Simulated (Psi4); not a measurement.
C2H8GaN (SMILES [CH3][Ga]([CH3])[NH2]), singlet, at a GFN2-xTB geometry (such geometries of metal compounds can be far from the true shape); Psi4 with CAM-B3LYP/STO-3G.

Psi4 was given this input:
```
memory 2 GB

molecule mol {
0 1
  Ga   -0.007095    0.004606   -0.007141
  C    -1.471996   -1.395434   -0.176654
  H    -1.039441   -2.374678   -0.395855
  H    -2.178722   -1.145049   -0.970708
  H    -2.028962   -1.481525    0.759720
  C     0.130331    1.800047   -0.949452
  H     0.261257    1.666574   -2.026202
  H     0.982086    2.367035   -0.567266
  H    -0.775641    2.392824   -0.801612
  N     1.352702   -0.413562    1.137001
  H     2.151404    0.170154    1.350881
  H     1.429026   -1.270876    1.670046
}

set basis sto-3g
set reference rks
set cholesky_tolerance 1e-6
set scf_type cd

energy('cam-b3lyp')
print_variables()
```

Q: What does Psi4 print? Leave out banner, timings and long lists.

A: 
```
   => Loading Basis Set <=

    Name: STO-3G
    Role: ORBITAL
    Keyword: BASIS

Traceback (most recent call last):
  File "psi4", line 375, in <module>
  File "<string>", line 35, in <module>
  File "site-packages/psi4/driver/driver.py", line 533, in energy
  File "site-packages/psi4/driver/procrouting/proc.py", line 2760, in run_scf
  File "site-packages/psi4/driver/procrouting/proc.py", line 1939, in scf_helper
  File "site-packages/psi4/driver/procrouting/proc.py", line 1433, in scf_wavefunction_factory
  File "site-packages/psi4/driver/procrouting/proc.py", line 1397, in build_functional_and_disp
  File "site-packages/psi4/driver/procrouting/dft/superfunctionals.py", line 135, in build_superfunctional

psi4.driver.p4util.exceptions.ValidationError: SCF: SCF_TYPE (CD) not supported for range-separated functionals, plese use SCF_TYPE = 'DF' to automatically select the correct JK build.

Printing out the relevant lines from the Psithon --> Python processed input file:
    core.IO.set_default_namespace("mol")
    core.set_global_option("BASIS", "sto-3g")
    core.set_global_option("REFERENCE", "rks")
    core.set_global_option("CHOLESKY_TOLERANCE", 1e-6)
    core.set_global_option("SCF_TYPE", "cd")
--> energy('cam-b3lyp')
    print_variables()

!----------------------------------------------------------------------------------!
!                                                                                  !
!  SCF: SCF_TYPE (CD) not supported for range-separated functionals, plese use     !
!     SCF_TYPE = 'DF' to automatically select the correct JK build.                !
!                                                                                  !
!----------------------------------------------------------------------------------!
```

The program refused the input.
